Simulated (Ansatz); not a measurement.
Ansatz (a first-principles code) input (wB97M-V/def2-TZVPD):

Ansatz 0.2 input:
```yaml
crystal:
  periodic: [false, false, false]
  atoms:
    - {symbol: F, position_ang: [0.02353547, -0.07973532, 1.90817622]}
    - {symbol: Ge, position_ang: [0.00231088, -0.00782896, 0.18735792]}
    - {symbol: Cl, position_ang: [-1.66397703, -1.14159691, -0.48233665]}
    - {symbol: Cl, position_ang: [1.82873671, -0.83526009, -0.51261520]}
    - {symbol: Cl, position_ang: [-0.18156951, 2.03380669, -0.36793282]}
basis:
  gaussian:
    orbitals: def2-TZVPD
hamiltonian:
  xc: {name: wB97M-V}
total_charge: 1
magnetization: {spin_polarized: true, initial_magnetization: 1}
```

End of the output:

```
integrals: 0.34 GiB planned
1451 factors; their error is unknown
integrals: 0.38 GiB planned
289 factors; integrals over basis functions are off by at most 3.6e-5 eV
0.40 GiB of the device are held for the grids
2.43 GiB of device memory are held for the factors and their scratch space
mean field: 1.95 GiB planned
mean field evaluation 1: about -96787.2698 eV, gradient 4.1e1 eV
mean field evaluation 2: about -96782.4177 eV, gradient 6.1e1 eV
mean field evaluation 4: about -96792.3059 eV, gradient 1.6e0 eV
mean field evaluation 8: about -96792.3188 eV, gradient 4.1e-2 eV
mean field evaluation 16: about -96792.5059 eV, gradient 4.4e-4 eV
mean field evaluation 32: about -96792.5059 eV, gradient 4.3e-5 eV
mean field -96792.50589046 eV, -3557.0589831574 hartree, gradient 4.1e-6 eV, S^2 0.757299; 6 other end points of the search recorded, 0 dependent functions left out
reference -96792.50598247 eV, -3557.0589865389 hartree; 46, 45 occupied and 186, 187 virtual orbitals, 1451 factors
Total energy: -96792.50598247 eV, -3557.0589865389 hartree
```

This state (charge 1, doublet) is run at the relaxed geometry of the species with charge 0 and multiplicity 1.
